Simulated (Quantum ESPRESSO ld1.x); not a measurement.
The run below uses ld1.x (Quantum ESPRESSO 7.5).

```
 &input
    zed=55.0,
    iswitch=1,
    rel=2,
    dft='PW91',
    config='[Kr] 4d10 5s2 5p0 6s0',
    rel_dist='average',
    lsmall=.true.,
    prefix='ld1',
    max_out_wfc=37,
    file_charge='ld1.rho',
 /
```

It prints (banner and zero overlaps left out):

```
     Program LD1 v.7.5 starts

     --------------------------- All-electron run ----------------------------

     dirac relativistic calculation

     atomic number is 55.00
     dft =PW91   lsd =0 sic =0 latt =0  beta=0.20 tr2=1.0E-14
     Exchange-correlation= PW91
                           (   1   4   2   2   0   0   0)
     mesh =2077 r(mesh) =  99.55068 a.u. xmin = -8.00 dx = 0.00800
     1 Ry =  13.60569312 eV, c = 137.03599908

     n l j   nl                  e(Ry)          e(Ha)          e(eV)
     Spin orbit split results
     1 0 0.5 1S 1( 2.00)     -2636.3106     -1318.1553    -35868.8335
     2 0 0.5 2S 1( 2.00)      -419.0503      -209.5251     -5701.4691
     2 1 0.5 2P 1( 2.00)      -394.6582      -197.3291     -5369.5981
     2 1 1.5 2P 1( 4.00)      -368.7516      -184.3758     -5017.1214
     3 0 0.5 3S 1( 2.00)       -92.3921       -46.1960     -1257.0580
     3 1 0.5 3P 1( 2.00)       -82.2003       -41.1001     -1118.3920
     3 1 1.5 3P 1( 4.00)       -77.2334       -38.6167     -1050.8138
     4 0 0.5 4S 1( 2.00)       -22.7216       -11.3608      -309.1434
     4 1 0.5 4P 1( 2.00)       -19.0535        -9.5267      -259.2357
     4 1 1.5 4P 1( 4.00)       -18.0298        -9.0149      -245.3074
     3 2 1.5 3D 1( 4.00)       -59.3193       -29.6597      -807.0806
     3 2 2.5 3D 1( 6.00)       -58.2645       -29.1323      -792.7293
     4 2 1.5 4D 1( 4.00)       -12.0399        -6.0200      -163.8117
     4 2 2.5 4D 1( 6.00)       -11.8668        -5.9334      -161.4555
     5 0 0.5 5S 1( 2.00)        -7.7039        -3.8519      -104.8166
     5 1 0.5 5P 1( 0.00)        -6.5929        -3.2964       -89.7006
     5 1 1.5 5P 1( 0.00)        -6.3903        -3.1952       -86.9448
     6 0 0.5 6S 1( 0.00)        -3.8945        -1.9472       -52.9869
     Averaged results
     1 0     1S 1( 2.00)     -2636.3106     -1318.1553    -35868.8335
     2 0     2S 1( 2.00)      -419.0503      -209.5251     -5701.4691
     2 1     2P 1( 6.00)      -377.3871      -188.6936     -5134.6137
     3 0     3S 1( 2.00)       -92.3921       -46.1960     -1257.0580
     3 1     3P 1( 6.00)       -78.8890       -39.4445     -1073.3399
     4 0     4S 1( 2.00)       -22.7216       -11.3608      -309.1434
     4 1     4P 1( 6.00)       -18.3710        -9.1855      -249.9502
     3 2     3D 1(10.00)       -58.6864       -29.3432      -798.4698
     4 2     4D 1(10.00)       -11.9360        -5.9680      -162.3980
     5 0     5S 1( 2.00)        -7.7039        -3.8519      -104.8166
     5 1     5P 1( 0.00)        -6.4578        -3.2289       -87.8634
     6 0     6S 1( 0.00)        -3.8945        -1.9472       -52.9869

     final scf error:  3.1E-15 reached in  28 iterations

     Etot =  -15559.518667 Ry,   -7779.759333 Ha, -211698.036124 eV

     Ekin =   16571.991725 Ry,    8285.995863 Ha,  225473.433847 eV
     Encl =  -37514.978544 Ry,  -18757.489272 Ha, -510417.285590 eV
     Eh   =    5765.285923 Ry,    2882.642961 Ha,   78440.711033 eV
     Exc  =    -381.817770 Ry,    -190.908885 Ha,   -5194.895414 eV

     normalization and overlap integrals

     s(1S/1S) =  1.000000  <r> =   0.0261  <r2> =    0.0009  r(max) =   0.0168
     s(2S/2S) =  1.000000  <r> =   0.1117  <r2> =    0.0148  r(max) =   0.0952
     s(2P/2P) =  1.000000  <r> =   0.0940  <r2> =    0.0109  r(max) =   0.0731
     s(2P/2P) =  1.000000  <r> =   0.0999  <r2> =    0.0122  r(max) =   0.0780
     s(3S/3S) =  1.000000  <r> =   0.2986  <r2> =    0.1020  r(max) =   0.2716
     s(3P/3P) =  1.000000  <r> =   0.2886  <r2> =    0.0968  r(max) =   0.2589
     s(3P/3P) =  1.000000  <r> =   0.3004  <r2> =    0.1046  r(max) =   0.2695
     s(4S/4S) =  1.000000  <r> =   0.6926  <r2> =    0.5413  r(max) =   0.6445
     s(4P/4P) =  1.000000  <r> =   0.7172  <r2> =    0.5850  r(max) =   0.6549
     s(4P/4P) =  1.000000  <r> =   0.7440  <r2> =    0.6291  r(max) =   0.6816
     s(3D/3D) =  1.000000  <r> =   0.2712  <r2> =    0.0870  r(max) =   0.2189
     s(3D/3D) =  1.000000  <r> =   0.2749  <r2> =    0.0893  r(max) =   0.2224
     s(4D/4D) =  1.000000  <r> =   0.8166  <r2> =    0.7723  r(max) =   0.7151
     s(4D/4D) =  1.000000  <r> =   0.8260  <r2> =    0.7899  r(max) =   0.7208
     s(5S/5S) =  1.000000  <r> =   1.5450  <r2> =    2.6590  r(max) =   1.4458
     s(5P/5P) =  1.000000  <r> =   1.6715  <r2> =    3.1197  r(max) =   1.5537
     s(5P/5P) =  1.000000  <r> =   1.7212  <r2> =    3.3063  r(max) =   1.6043
     s(6S/6S) =  1.000000  <r> =   2.8197  <r2> =    8.8279  r(max) =   2.8311

     ------------------------ End of All-electron run ------------------------
```

Run on one thread of a shared host, so times are rough (Intel(R) Xeon(R) Processor @ 2.60GHz): 0.56 s of CPU time, 1.2 s wall, 28 iterations on 2077 mesh points.
